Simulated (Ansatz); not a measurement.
`B[SiH](F)Cl`: the same geometry under several functionals.

```yaml
crystal:
  periodic: [false, false, false]
  atoms:
    - {symbol: B, position_ang: [0.415261, 0.982441, 0.584528]}
    - {symbol: Si, position_ang: [-0.436144, -0.541798, -0.386429]}
    - {symbol: F, position_ang: [-0.710721, -0.248526, -1.930489]}
    - {symbol: Cl, position_ang: [1.051278, -1.958397, -0.246741]}
    - {symbol: H, position_ang: [0.343394, 1.044734, 1.774975]}
    - {symbol: H, position_ang: [1.078732, 1.787226, 0.004711]}
    - {symbol: H, position_ang: [-1.680699, -1.133680, 0.153743]}
basis:
  gaussian: {orbitals: def2-TZVPP}
hamiltonian: {xc: {name: r2SCAN0}, dispersion: d4}
output: {orbitals: {seedname: orbitals}}
```

```sh
$ ansatz run in.yaml --threads 2 --pin off --events-out ev --progress --plain --max-ram 4352MiB
```

It prints (some lines left out):

```
Functional definition: r2SCAN0
1118 factors; their error is unknown
mean field evaluation 1: about -23840.9554 eV, gradient 3.2e1 eV
mean field evaluation 2: about -23840.2920 eV, gradient 4.2e1 eV
mean field evaluation 4: about -23842.6852 eV, gradient 8.7e-1 eV
mean field evaluation 8: about -23842.7405 eV, gradient 2.8e-1 eV
mean field evaluation 16: about -23842.7406 eV, gradient 4.3e-5 eV
mean field -23842.74060484 eV, -876.2045560378 hartree, gradient 4.3e-5 eV, S^2 0.000000; 0 other end points of the search recorded, 0 dependent functions left out
reference -23842.74061444 eV, -876.2045563907 hartree; 24, 24 occupied and 164, 164 virtual orbitals, 1118 factors
Total energy: -23842.78075958 eV, -876.2060316973 hartree
```

It took 4.1 s on 2 threads of an Arm Neoverse V2 on a shared host, with 0.39 GiB of host memory at the peak.

Changing it to `hamiltonian: {xc: {name: B3LYP}, dispersion: d4}` and forces (abridged; 3.5 s):

```
Functional definition: B3LYP
mean field evaluation 16: about -23847.6523 eV, gradient 8.8e-5 eV
mean field -23847.65225650 eV, -876.3850559071 hartree, gradient 2.2e-5 eV, S^2 0.000000
Total energy: -23847.89135909 eV, -876.3938427652 hartree
Atom 0 force     0.043832     0.102764     0.067020 eV/Å
Atom 1 force    -0.188255     0.079378     0.219268 eV/Å
Atom 2 force    -0.042332     0.044895    -0.205704 eV/Å
Atom 3 force     0.177387    -0.181286     0.011170 eV/Å
Atom 4 force     0.011140    -0.000418    -0.131168 eV/Å
Atom 5 force    -0.070112    -0.088630     0.067918 eV/Å
Atom 6 force     0.068339     0.043298    -0.028504 eV/Å
Dipole moment:    -0.111460     0.198968     0.259936 e Å
```

With the line `hamiltonian: {xc: {name: wB97X-V}}` (abridged; 6.5 s):

```
Functional definition: wB97X-V
mean field evaluation 16: about -23842.3292 eV, gradient 3.4e-5 eV
mean field -23842.32923998 eV, -876.1894386580 hartree, gradient 3.4e-5 eV, S^2 0.000000
Total energy: -23842.32923796 eV, -876.1894385839 hartree
```

With the line `hamiltonian: {xc: {name: BHLYP}, dispersion: d4}` (abridged; 2.4 s):

```
Functional definition: BHLYP
mean field evaluation 16: about -23845.2980 eV, gradient 2.9e-5 eV
mean field -23845.29800420 eV, -876.2985387308 hartree, gradient 2.9e-5 eV, S^2 0.000000
Total energy: -23845.49181973 eV, -876.3056613202 hartree
```

With the line `hamiltonian: {xc: {name: BLYP}, dispersion: d4}` (abridged; 1.8 s):

```
Functional definition: BLYP
mean field evaluation 16: about -23845.6049 eV, gradient 2.2e-4 eV
mean field -23845.60485394 eV, -876.3098152510 hartree, gradient 8.6e-5 eV, S^2 0.000000
Total energy: -23845.92576121 eV, -876.3216083753 hartree
```

Changing it to `hamiltonian: {xc: {name: wB97M-V}}` and forces (abridged; 9 s):

```
Functional definition: wB97M-V
mean field evaluation 16: about -23844.1425 eV, gradient 3.9e-5 eV
mean field -23844.14251545 eV, -876.2560753023 hartree, gradient 3.9e-5 eV, S^2 0.000000
Total energy: -23844.14256504 eV, -876.2560771249 hartree
Atom 0 force     0.026203     0.080937     0.042751 eV/Å
Atom 1 force    -0.111283    -0.020538     0.245953 eV/Å
Atom 2 force    -0.014241     0.031200    -0.125668 eV/Å
Atom 3 force     0.026038    -0.040376    -0.009294 eV/Å
Atom 4 force     0.011967    -0.012546    -0.171520 eV/Å
Atom 5 force    -0.094416    -0.120627     0.080768 eV/Å
Atom 6 force     0.155732     0.081949    -0.062989 eV/Å
Dipole moment:    -0.115155     0.211207     0.257705 e Å
```

B3LYP takes the VWN-RPA correlation (the form of Gaussian; ORCA's B3LYP/G).
